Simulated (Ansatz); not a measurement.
Gas-phase electronic energies from Ansatz, PBE0-D4/def2-TZVP geometries. CBS: MP2 limit from def2 TZ/QZ plus the TZ coupled-cluster correction, frozen cores. This one scheme is used for every species. Functionals use def2-TZVPP. Each species was taken in one conformer, which may not be the lowest.

Reaction (ligand exchange at the Si–S bond): `[SiH3]S[SiH]1CO1` + H₂S → `S[SiH]1CO1` + `[SiH3]S`

`[SiH3]S[SiH]1CO1`:

Cartesian coordinates in Å:
```
Si -1.085 1.247 1.771
S -1.514 -0.003 0.080
Si 0.472 -0.342 -0.539
C 0.862 -1.282 -2.022
O 1.017 -1.894 -0.676
H -2.401 1.529 2.390
H -0.200 0.546 2.734
H -0.439 2.512 1.343
H 1.400 0.630 0.080
H 0.081 -1.759 -2.610
H 1.807 -1.184 -2.552
```

H₂S:

Cartesian coordinates in Å:
```
S -0.104 0.507 0.341
H 0.099 -0.786 0.636
H 0.005 0.279 -0.976
```

`S[SiH]1CO1`:

Cartesian coordinates in Å:
```
S 0.093 0.330 -2.183
Si -0.005 0.467 -0.078
C 0.174 -0.989 0.961
O -1.163 -0.375 0.749
H -0.102 1.648 -2.356
H 0.257 1.847 0.374
H 0.246 -1.988 0.534
H 0.501 -0.940 1.998
```

`[SiH3]S`:

Cartesian coordinates in Å:
```
Si 0.450 0.181 0.209
S -0.882 -1.257 -0.643
H 0.716 1.303 -0.727
H 1.702 -0.569 0.469
H -0.083 0.734 1.480
H -1.901 -0.393 -0.787
```

| level | ΔE (kcal/mol) |
| --- | --- |
| PBE-D4 | 1.7 |
| r2SCAN-D4 | 1.5 |
| ωB97M-V | 1.5 |
| B2PLYP | 1.0 |
| PBE | 0.8 |
| SCS-MP2/def2-TZVPP | 1.8 |
| CCSD(T)/def2-TZVPP | 1.8 |
| HF/def2-QZVPP | 0.3 |

What does CCSD(T)/CBS give? (An estimate is asked.)

Computed: +1.9 kcal/mol. The listed levels differ from it by -0.2, -0.4, -0.4, -0.9, -1.1, -0.1, -0.1, -1.6 kcal/mol.

Largest T1 diagnostic among the species: 0.013.

The D4 term adds +1.4 kcal/mol with B3LYP and +0.8 kcal/mol with PBE0; it sums over pairs of atoms, weighted by their polarisabilities, and B3LYP, whose exchange is more repulsive, gets the larger term. In def2-TZVPP, CCSD(T) changes the Hartree–Fock value by +1.5 kcal/mol (the triples alone add +0.3 kcal/mol) and MP2 by +1.9 kcal/mol.

B3LYP here is the variant with VWN-RPA as its local correlation; programs differ in this.
